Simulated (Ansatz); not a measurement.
# Molecular dynamics of FH6HfN3

Input file:

```yaml
crystal:
  periodic: [false, false, false]
  atoms:
    - { symbol: Hf, position_ang: [0.025798, -0.014095, 0.009982] }
    - { symbol: F, position_ang: [0.106826, -0.075459, 1.942497] }
    - { symbol: "N", position_ang: [1.896881, -0.021633, -0.808934] }
    - { symbol: H, position_ang: [2.667607, -0.597642, -0.496849] }
    - { symbol: H, position_ang: [2.238779, 0.588967, -1.537198] }
    - { symbol: "N", position_ang: [-0.93599, 1.666171, -0.63907] }
    - { symbol: H, position_ang: [-1.664523, 1.707559, -1.337422] }
    - { symbol: H, position_ang: [-0.810214, 2.595961, -0.261282] }
    - { symbol: "N", position_ang: [-0.986016, -1.623798, -0.733555] }
    - { symbol: H, position_ang: [-1.836934, -2.00795, -0.34436] }
    - { symbol: H, position_ang: [-0.695213, -2.218081, -1.496509] }
basis:
  gaussian: { orbitals: def2-SVP }
hamiltonian:
  xc: { name: BHLYP }
md:
  timestep: 0.5
  n_steps: 300
  ensemble: nve
  temperature: 2000.0
  initial_velocities: maxwell_boltzmann
  seed: 706008
```

Command:

```bash
$ ansatz run input.yaml --threads 2 --pin off --max-ram 3072MiB --backend cpu --events-out ev --progress --plain --runs-dir out
```

It starts from a relaxed structure.

Output, in part (step lines, the closing report, with atoms numbered from 0):

```
md step     0: t =     0.00 fs  T =  2000.0 K  F+E_penalty+E_count = -8584.67661902 eV  E_kin = 2.326680 eV  conserved = -8582.34993904 eV  (26 SCF iters)
md step     1: t =     0.50 fs  T =  1953.4 K  F+E_penalty+E_count = -8584.62040664 eV  E_kin = 2.272415 eV  conserved = -8582.34799131 eV  (31 SCF iters)
md step     2: t =     1.00 fs  T =  1832.2 K  F+E_penalty+E_count = -8584.47616911 eV  E_kin = 2.131415 eV  conserved = -8582.34475416 eV  (31 SCF iters)
md step     3: t =     1.50 fs  T =  1677.1 K  F+E_penalty+E_count = -8584.29263423 eV  E_kin = 1.951032 eV  conserved = -8582.34160250 eV  (32 SCF iters)
md step     4: t =     2.00 fs  T =  1529.7 K  F+E_penalty+E_count = -8584.11886973 eV  E_kin = 1.779518 eV  conserved = -8582.33935204 eV  (33 SCF iters)
md step     5: t =     2.50 fs  T =  1420.4 K  F+E_penalty+E_count = -8583.99074514 eV  E_kin = 1.652424 eV  conserved = -8582.33832118 eV  (33 SCF iters)
md step     6: t =     3.00 fs  T =  1363.9 K  F+E_penalty+E_count = -8583.92519921 eV  E_kin = 1.586722 eV  conserved = -8582.33847731 eV  (34 SCF iters)
md step     7: t =     3.50 fs  T =  1358.7 K  F+E_penalty+E_count = -8583.92024912 eV  E_kin = 1.580632 eV  conserved = -8582.33961674 eV  (34 SCF iters)
[... lines left out ...]
md step   297: t =   148.50 fs  T =   630.8 K  F+E_penalty+E_count = -8583.07519165 eV  E_kin = 0.733794 eV  conserved = -8582.34139799 eV  (34 SCF iters)
md step   298: t =   149.00 fs  T =   601.2 K  F+E_penalty+E_count = -8583.03642612 eV  E_kin = 0.699360 eV  conserved = -8582.33706615 eV  (34 SCF iters)
md step   299: t =   149.50 fs  T =   646.2 K  F+E_penalty+E_count = -8583.08968020 eV  E_kin = 0.751796 eV  conserved = -8582.33788466 eV  (34 SCF iters)
md step   300: t =   150.00 fs  T =   755.5 K  F+E_penalty+E_count = -8583.22229325 eV  E_kin = 0.878892 eV  conserved = -8582.34340154 eV  (30 SCF iters)
Total energy: -8583.22252083 eV, -315.4276097233 hartree
Atom 0 at     0.010075     0.072467     0.034814 Å, force     2.725386    -3.416292    -1.398622 eV/Å
Atom 1 at     0.360477    -0.378692     1.878187 Å, force    -0.765894     0.469019     0.532552 eV/Å
Atom 2 at     2.023537    -0.447374    -0.582859 Å, force    -2.005245    -0.377701    -1.115506 eV/Å
Atom 3 at     1.731649    -1.284634    -1.142702 Å, force     0.570868     0.825241     0.595620 eV/Å
Atom 4 at     2.924581    -0.196697    -0.990282 Å, force    -0.500488     0.260664     0.473922 eV/Å
Atom 5 at    -1.178896     1.396082    -0.877400 Å, force     3.585282     1.325559    -2.762775 eV/Å
Atom 6 at    -0.932082     2.157881    -1.544809 Å, force    -0.268695    -1.107453     0.597255 eV/Å
Atom 7 at    -1.913839     1.721138    -0.399028 Å, force    -3.994590     1.578127     2.211132 eV/Å
Atom 8 at    -0.979468    -1.502573    -0.877598 Å, force     0.202823     0.799627     0.252248 eV/Å
Atom 9 at    -0.690843    -2.451409    -0.812562 Å, force     0.375517    -0.868569     0.407986 eV/Å
Atom 10 at    -1.692228    -1.505113    -1.597327 Å, force     0.075036     0.511777     0.206188 eV/Å
Dipole moment:    -0.318172     0.451070    -0.527059 e Å
```

The steps, from the saved trajectory:

```
time (fs)  T (K)  potential energy less start (eV)  conserved less start (meV/atom)
        0   2000                             0.000                             0.00
        5   1453                             0.640                             0.33
       10   1349                             0.760                             0.27
       15   1109                             1.039                             0.23
       20   1122                             1.027                             0.58
       25   1273                             0.851                             0.47
       30   1143                             1.005                             0.71
       35   1269                             0.855                             0.47
       40    668                             1.559                             0.85
       45    861                             1.330                             0.44
       50    491                             1.765                             0.88
       55   1017                             1.152                             0.80
       60    707                             1.513                             0.83
       65    970                             1.205                             0.53
       70    711                             1.508                             0.78
       75   1055                             1.102                             0.26
       80    765                             1.446                             0.83
       85   1041                             1.118                             0.23
       90   1112                             1.040                             0.64
       95   1420                             0.678                             0.22
      100   1622                             0.441                             0.10
      105   1314                             0.804                             0.57
      110   1412                             0.685                             0.02
      115    906                             1.283                             0.94
      120   1117                             1.037                             0.91
      125    991                             1.186                             1.03
      130   1362                             0.754                             1.04
      135    920                             1.268                             1.07
      140    937                             1.246                             0.82
      145    415                             1.854                             0.97
      150    755                             1.454                             0.59
```

All steps were run. The conserved energy stayed within 1.5 meV per atom of its start (net change 0.59 meV per atom), so the integration is sound. Over the second half the temperature averaged 0.53 of the 2000 K drawn at the start: a run that starts near a minimum puts about half its kinetic energy into the potential. A run of 0.15 ps of so small a system gives no equilibrium averages.

No bond is clearly made or broken; grazing contacts change: Hf1–H4 2.75 → 2.49 Å, Hf1–H8 2.75 → 2.57 Å. Pairs count as bonded within 1.25 times the sum of covalent radii (0.12 Å more for H–H).

Last frame:

```xyz
11
Properties=species:S:1:pos:R:3
Hf 0.010 0.072 0.035
F 0.360 -0.379 1.878
N 2.023 -0.447 -0.583
H 1.732 -1.285 -1.143
H 2.925 -0.197 -0.990
N -1.179 1.396 -0.877
H -0.932 2.158 -1.545
H -1.914 1.721 -0.399
N -0.980 -1.503 -0.878
H -0.691 -2.451 -0.813
H -1.692 -1.505 -1.597
```

The run took 17 min on 2 threads of Arm Neoverse V2, with other jobs on the host, peak memory 0.28 GiB.
